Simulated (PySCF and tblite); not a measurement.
The numbers below are computed, except where a source is named.
## C₃H₆O₃S, numbered as in [O:1]=[S:2]1[O:3][CH2:4][CH2:5][CH2:6][O:7]1: conformational analysis

Level: PBE0-D3(BJ)/def2-TZVP//PBE0-D3(BJ)/def2-SVP, thermal terms from GFN2-xTB, symmetry numbers and mirror pairs counted. Conformers within 4 kcal/mol (GFN2-xTB free energy) were kept, 5 at most. GIAO shieldings: PBE0/pcSseg-1. Shifts are against TMS (¹H), TMS (¹³C) at the same level; of two unlike H on one atom, a is the less shielded. Programs: PySCF with density fitting and tblite.

The 6-ring runs over atoms 2–3–4–5–6–7. Of a mirror pair one member is shown.

```
conformer                                                        shape   symmetry  E(GFN2) kcal/mol  E(DFT) kcal/mol  G(298.15 K) kcal/mol  weight %  dipole D
        1                                      6-ring chair (O1 axial)         Cs              0.00             0.00                  0.00      99.7      3.16
        2                   6-ring chair (all substituents equatorial)         Cs              0.85             4.26                  3.71       0.2      5.21
        3  6-ring twist-boat (ring torsions -77, 32, 37, -72, 30, 42°)  C1 (pair)              3.28             4.76                  3.82       0.2      3.88
```

Weights (%) against temperature:

```tsv
T (K)	1	2	3	S(mix) cal/mol/K
250	99.9	0.1	0.0	0.01
273.15	99.8	0.1	0.1	0.03
298.15	99.7	0.2	0.2	0.05
323.15	99.4	0.3	0.3	0.09
373.15	98.5	0.8	0.7	0.18
```

Averaged shifts at 298.15 K. ¹H: 5.03 (H4a/H6a, 2H), 3.68 (H4b/H6b, 2H), 2.50 (H5a, 1H), 0.98 (H5b, 1H) ppm. ¹³C: 56.1 (C4/C6), 28.8 (C5) ppm.

Coordinates of conformer 1 (Å):

```xyz
13

O     2.276   -0.798    0.453
S     1.776   -0.506   -0.896
O     1.128    1.016   -0.855
C     0.199    1.241    0.210
C    -1.005    0.325    0.062
C    -0.579   -1.133   -0.001
O     0.352   -1.329   -1.070
H    -0.080    2.301    0.133
H     0.708    1.084    1.176
H    -1.546    0.583   -0.862
H    -1.694    0.476    0.908
H    -1.423   -1.800   -0.223
H    -0.117   -1.458    0.947
```

Coordinates of conformer 2 (Å):

```xyz
13

O     3.148   -0.304   -0.411
S     1.920   -0.241    0.355
O     0.891   -1.314   -0.396
C    -0.461   -1.212    0.035
C    -1.038    0.144   -0.332
C    -0.195    1.253    0.274
O     1.157    1.148   -0.159
H    -0.526   -1.376    1.130
H    -0.996   -2.037   -0.456
H    -2.077    0.222    0.027
H    -1.047    0.251   -1.427
H    -0.246    1.216    1.381
H    -0.534    2.250   -0.039
```

Shifts are unscaled: against experiment ¹³C can be off by 15 ppm or more and ¹H by 0.8 ppm.

Search and properties took 100 s on 1 thread of Arm Neoverse V1, shared host (rough), launched as `OMP_NUM_THREADS=1 python ens_run.py task.json out`.
